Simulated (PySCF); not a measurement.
# Correlation energy of Zn (zinc, neutral)

[Ar] 3d10 4s2, closed-shell 1S. All numbers are calculated (PySCF 2.14, scalar relativity by spin-free X2C-1e, in aug-cc-pwCVTZ-DK). Frozen: [Ar]; 12 electrons correlated.

MP2 pair energies summed by pair of shells (mhartree):

```
 pair   energy  share (%)
3d-3d  -482.36       85.9
3d-4s   -55.60        9.9
4s-4s   -23.57        4.2
```

Total MP2 correlation energy: -561.53 mhartree.

Same-spin part -196.77 and opposite-spin part -364.76 mhartree; SCS-MP2 scales them by 1/3 and 6/5 to -503.30 mhartree.

MP2 falls well short for the outer s pair, which is nearly degenerate with np².
